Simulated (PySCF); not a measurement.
CaO, SMILES [O]=[Ca]. Heavy atoms are numbered as in [Ca:1]=[O:2].

Geometry optimised at PBE0-D3(BJ)/def2-TZVPD.

Computed with PBE/pcSseg-2 run with PySCF.

GIAO shieldings, no solvent; atoms alike by connectivity are averaged. δ = σ(ref) − σ: ¹⁷O against H2O (σ = 327.5 ppm), references at their B3LYP-D3(BJ)/def2-TZVP geometries, non-relativistic.

Computed chemical shifts:
| nucleus | atoms | count | δ (ppm) |
|---|---|---|---|
| ¹⁷O | O2 | 1 | 734.5 |
